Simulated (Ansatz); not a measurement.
Consider the formal exchange of groups at the Si–Al bond: `[F][Al]([SiH3])[SH]` + `CC(=N)S` → `N=C([SiH3])S` + `[CH3][Al]([F])[SH]`.

Computed with Ansatz on PBE0-D4/def2-TZVP structures; ΔE is electronic, products minus reactants. CBS: MP2 limit from def2 TZ/QZ plus the TZ coupled-cluster correction, frozen cores. DFT in def2-TZVPP. Each species was taken in one conformer, which may not be the lowest.

| species | r2SCAN0-D4 energy (Eh) |
| --- | --- |
| `[F][Al]([SiH3])[SH]` | -1032.41113 |
| `CC(=N)S` | -532.09328 |
| `N=C([SiH3])S` | -783.45185 |
| `[CH3][Al]([F])[SH]` | -781.05386 |

(1) Work out ΔE.

(2) What do rigid-rotor, harmonic-oscillator terms from PBE0-D4/def2-TZVP frequencies (298.15 K, 1 bar) make of the CCSD(T)/CBS value? (An estimate is asked.)

Largest T1 diagnostic among the species: 0.014.

Results:

(1) ΔE = (-783.45185) + (-781.05386) − (-1032.41113) − (-532.09328) = -0.00130 Eh = -0.04 eV. CCSD(T)/CBS gives -0.09 eV.

(2) Ansatz gave: ΔZPE = -0.06 eV, ΔH = -0.14 eV, ΔS = 13 J/(mol·K), ΔG = -0.18 eV. Modes under 50 cm⁻¹ make the entropy rough.

Leaving LDA and LC-ωPBE aside and taking each functional with its dispersion term where it has one, the values, not all of them listed here, spread over 0.16 eV, from ωB97M-V to PBE0-D4. LDA lies +0.03 eV from PBE without D4. In def2-TZVPP, CCSD(T) changes the Hartree–Fock value by −0.05 eV (the triples alone add −0.01 eV) and MP2 by −0.12 eV. At CCSD(T), def2-SVP lies +0.16 eV from the extrapolated value and def2-TZVPP +0.02 eV.
